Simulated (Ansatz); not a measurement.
Molecule: sum formula H2SiO2Cl, net charge 0, doublet state. It need not be the lowest isomer of its formula. 
Coordinates optimised at B3LYP-D3(BJ)/def2-TZVP (Ansatz, a program for electronic structure):
```xyz
6

Si     0.1398    -0.0523     0.5727
Cl    -1.3069    -0.1180    -0.9231
O      0.9411     1.3879     0.5691
O      1.2641    -1.2010     0.2604
H      0.4302     2.1980     0.6574
H      2.1878    -0.9550     0.3806
```
Charge 0, spin multiplicity 2.

Parts of the frozen-core correlation energy in cc-pV(Q+d)Z (Ansatz, hartree). Frozen orbitals: 12; correlated occupied orbitals by spin: 13 and 12; virtual: 273 and 274. Open shells are spin-unrestricted. No spin-orbit coupling. Non-relativistic.

```
term                            value
-------------------------  ----------
reference (HF)             -899.56598
MP2 opposite-spin            -0.62479
MP2 same-spin                -0.20663
CCSD correlation             -0.84833
(T)                          -0.03539
T1 diagnostic                   0.013
largest doubles amplitude       0.020
<S^2> of the reference          0.755
```
